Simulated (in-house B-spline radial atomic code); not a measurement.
**O VI (O5+): [He] 2s1**

Computed with an all-electron radial atomic-structure program (B-spline basis): non-relativistic r2SCAN, spin-polarised, spherical fractional occupations, point nucleus.

Z_r = [3n² - l(l+1)]/(2<r>); Z_e = n√(-2ε); the last column is Slater's effective charge. Values are occupation-weighted means over spin.

| shell | electrons | ε (eV) | <r> (bohr) | Z_r | Z_e | Slater |
| --- | --- | --- | --- | --- | --- | --- |
| 1s | 2 | -659.79 | 0.1977 | 7.59 | 6.96 | 7.70 |
| 2s | 1 | -128.77 | 0.8926 | 6.72 | 6.15 | 6.30 |

The least bound orbital is 2s up at -128.8 eV, and it is also the most diffuse (<r> = 0.8926 bohr).

The density falls to 0.001 bohr⁻³ at 1.911 bohr; Σ<r²> = 1.0344 bohr² gives, by the non-relativistic formula and without the paramagnetism of open shells, a Langevin diamagnetic susceptibility of -0.8193×10⁻⁶ cm³/mol.
